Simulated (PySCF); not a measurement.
H3P2, doublet, at a GFN2-xTB geometry, with bond 5-2 at 1.4 times its length; CASSCF(5,4)/def2-SVP in PySCF.

Here is a job for PySCF.
```python
from pyscf import gto, scf, mcscf
import numpy

mol = gto.Mole()
mol.atom = '''
    P     0.91366207   -0.42337805    0.45412938
    P    -0.84073952    0.32407185   -0.48507263
    H     1.70996428    0.58680454   -0.09779636
    H    -1.07750019    1.40740959    0.36308454
    H    -2.08052762   -0.83609831    0.47243381
'''
mol.basis = 'def2-svp'
mol.spin = 1
mol.verbose = 4
mol.build()

mf = scf.ROHF(mol)
mf.kernel()
mc = mcscf.CASSCF(mf, 4, 5)
mc.fix_spin_(ss=0.75)
mc = mc.newton()
mc.kernel()
occ = numpy.linalg.eigvalsh(mc.fcisolver.make_rdm1(mc.ci, mc.ncas, mc.nelecas))[::-1]
ss = mc.fcisolver.spin_square(mc.ci, mc.ncas, mc.nelecas)[0]
print('natural occupations', occ.round(4), ' <S^2>', round(ss, 4))
```

What the program printed (banner, timings and long lists left out):

```
PySCF version 2.14.0

[INPUT] verbose = 4
[INPUT] num. atoms = 5
[INPUT] num. electrons = 33
[INPUT] charge = 0
[INPUT] spin (= nelec alpha-beta = 2S) = 1
[INPUT] symmetry False subgroup None
[INPUT] Mole.unit = angstrom
[INPUT] Symbol           X                Y                Z      unit          X                Y                Z       unit  Magmom
[INPUT]  1 P      0.913662070000  -0.423378050000   0.454129380000 AA    1.726571082703  -0.800068561652   0.858180153319 Bohr   0.0
[INPUT]  2 P     -0.840739520000   0.324071850000  -0.485072630000 AA   -1.588767434898   0.612407041181  -0.916654421222 Bohr   0.0
[INPUT]  3 H      1.709964280000   0.586804540000  -0.097796360000 AA    3.231364171989   1.108899869251  -0.184808336379 Bohr   0.0
[INPUT]  4 H     -1.077500190000   1.407409590000   0.363084540000 AA   -2.036180258267   2.659618670186   0.686130340664 Bohr   0.0
[INPUT]  5 H     -2.080527620000  -0.836098310000   0.472433810000 AA   -3.931627396393  -1.579996819112   0.892770512885 Bohr   0.0

nuclear repulsion = 80.5842924809111
number of shells = 25
number of NR pGTOs = 93
number of NR cGTOs = 51
basis = def2-svp
ecp = {}

******** <class 'pyscf.scf.rohf.ROHF'> ********
method = ROHF
initial guess = minao
damping factor = 0
level_shift factor = 0
DIIS = <class 'pyscf.scf.diis.CDIIS'>
diis_start_cycle = 1
diis_space = 8
diis_damp = 0
SCF conv_tol = 1e-09
SCF conv_tol_grad = None
SCF max_cycles = 50
direct_scf = True
direct_scf_tol = 1e-13
num. doubly occ = 16  num. singly occ = 1
Set gradient conv threshold to 3.16228e-05
init E= -682.626299127648
  HOMO = -0.154601075731986  LUMO = 0.00236736056566667  gap/eV = 4.27133
cycle= 1 E= -682.880093539147  delta_E= -0.254  |g|= 0.203  |ddm|= 1.47
  HOMO = -0.156908984993576  LUMO = 0.0447925983399426  gap/eV = 5.48858
cycle= 2 E= -682.909303590004  delta_E= -0.0292  |g|= 0.0832  |ddm|= 0.319
  HOMO = -0.159879240546477  LUMO = 0.0746266759324778  gap/eV = 6.38123
cycle= 3 E= -682.91403580402  delta_E= -0.00473  |g|= 0.0294  |ddm|= 0.132
  HOMO = -0.156313571374744  LUMO = 0.075855736565555  gap/eV = 6.31765
cycle= 4 E= -682.914985159641  delta_E= -0.000949  |g|= 0.00759  |ddm|= 0.0623
  HOMO = -0.158874338890733  LUMO = 0.0758388568474078  gap/eV = 6.38687
cycle= 5 E= -682.915048633331  delta_E= -6.35e-05  |g|= 0.00265  |ddm|= 0.0152
  HOMO = -0.15841468357707  LUMO = 0.0756072959055296  gap/eV = 6.36806
cycle= 6 E= -682.91505828747  delta_E= -9.65e-06  |g|= 0.000988  |ddm|= 0.00607
  HOMO = -0.158654935516728  LUMO = 0.0756918844614898  gap/eV = 6.37690
cycle= 7 E= -682.915061010482  delta_E= -2.72e-06  |g|= 0.00048  |ddm|= 0.00345
  HOMO = -0.158635808016211  LUMO = 0.0756979246498584  gap/eV = 6.37655
cycle= 8 E= -682.915061973766  delta_E= -9.63e-07  |g|= 0.000197  |ddm|= 0.00256
  HOMO = -0.158638848925824  LUMO = 0.0756974482137336  gap/eV = 6.37662
cycle= 9 E= -682.915062208751  delta_E= -2.35e-07  |g|= 7.9e-05  |ddm|= 0.0015
  HOMO = -0.158645283118193  LUMO = 0.0757018109337286  gap/eV = 6.37691
cycle= 10 E= -682.915062245045  delta_E= -3.63e-08  |g|= 2.59e-05  |ddm|= 0.000715
  HOMO = -0.158643169310906  LUMO = 0.075702119540356  gap/eV = 6.37686
cycle= 11 E= -682.915062247446  delta_E= -2.4e-09  |g|= 7.85e-06  |ddm|= 0.000164
  HOMO = -0.158644791330421  LUMO = 0.0757020856142456  gap/eV = 6.37690
cycle= 12 E= -682.915062247602  delta_E= -1.56e-10  |g|= 1.66e-06  |ddm|= 5.06e-05
  HOMO = -0.158644396700408  LUMO = 0.0757021890033878  gap/eV = 6.37690
Extra cycle  E= -682.915062247606  delta_E= -3.64e-12  |g|= 7.55e-07  |ddm|= 3.16e-06
converged SCF energy = -682.915062247606

******** <class 'pyscf.mcscf.newton_casscf.CASSCF'> ********
CAS (3e+2e, 4o), ncore = 14, nvir = 33
max_cycle_macro = 50
max_cycle_micro = 10
conv_tol = 1e-07
conv_tol_grad = None
orbital rotation max_stepsize = 0.03
augmented hessian ah_max_cycle = 30
augmented hessian ah_conv_tol = 1e-12
augmented hessian ah_linear dependence = 1e-14
augmented hessian ah_level shift = 1e-08
augmented hessian ah_start_tol = 500
augmented hessian ah_start_cycle = 3
augmented hessian ah_grad_trust_region = 3
kf_trust_region = 3
kf_interval = 5
natorb = False
canonicalization = True
internal_rotation = False
******** <class 'pyscf.fci.addons.SpinPenaltyFCISolver'> ********
max. cycles = 50
conv_tol = 1e-08
davidson only = True
linear dependence = 1e-12
level shift = 0.001
max iter space = 12
nroots = 1
pspace_size = 400
spin = None

WARN: SO-CASSCF (Second order CASSCF) is an experimental feature. Its performance is bad for large systems.

CASCI E = -682.929566585221  dE = -682.92957  S^2 = 0.7500000
Set conv_tol_grad to 0.000316228
macro 1 (20 JK  15 micro), CASSCF E = -682.932039559943  dE = -0.002473  |grad|=0.0574  S^2 = 0.7500000
macro 2 (18 JK  14 micro), CASSCF E = -682.932365178729  dE = -0.0003256  |grad|=0.0835  S^2 = 0.7500000
macro 3 (21 JK  16 micro), CASSCF E = -682.940840528816  dE = -0.008475  |grad|=0.0472  S^2 = 0.7500000
macro 4 (8 JK  4 micro), CASSCF E = -682.944355865991  dE = -0.003515  |grad|=0.0176  S^2 = 0.7500000
macro 5 (6 JK  2 micro), CASSCF E = -682.944802537091  dE = -0.0004467  |grad|=0.00637  S^2 = 0.7500000
macro 6 (13 JK  8 micro), CASSCF E = -682.944939340608  dE = -0.0001368  |grad|=0.00318  S^2 = 0.7500000
macro 7 (11 JK  7 micro), CASSCF E = -682.945048082945  dE = -0.0001087  |grad|=0.00318  S^2 = 0.7500000
macro 8 (11 JK  7 micro), CASSCF E = -682.945275877586  dE = -0.0002278  |grad|=0.00271  S^2 = 0.7500000
macro 9 (11 JK  7 micro), CASSCF E = -682.945518237346  dE = -0.0002424  |grad|=0.00229  S^2 = 0.7500000
macro 10 (11 JK  7 micro), CASSCF E = -682.945653352529  dE = -0.0001351  |grad|=0.000869  S^2 = 0.7500000
macro 11 (6 JK  2 micro), CASSCF E = -682.945660924842  dE = -7.572e-06  |grad|=0.000599  S^2 = 0.7500000
macro 12 (19 JK  14 micro), CASSCF E = -682.945656875902  dE = 4.049e-06  |grad|=0.000274  S^2 = 0.7500000
macro 13 (12 JK  8 micro), CASSCF E = -682.945661752899  dE = -4.877e-06  |grad|=0.000172  S^2 = 0.7500000
macro 14 (13 JK  10 micro), CASSCF E = -682.945661941557  dE = -1.887e-07  |grad|=0.00015  S^2 = 0.7500000
macro 15 (1 JK  0 micro), CASSCF E = -682.945661941602  dE = -4.547e-11  |grad|=2.38e-05  S^2 = 0.7500000
newton CASSCF converged in 15 macro (32 KF 149 Hx) steps
CASSCF canonicalization
Density matrix diagonal elements [1.94077756 1.96748077 0.99989833 0.09184334]
CASSCF energy = -682.945661941602
CASCI E = -682.945661941602  E(CI) = -5.45443192695598  S^2 = 0.7500000
natural occupations [1.9987 1.9099 0.9999 0.0916]  <S^2> 0.75
```
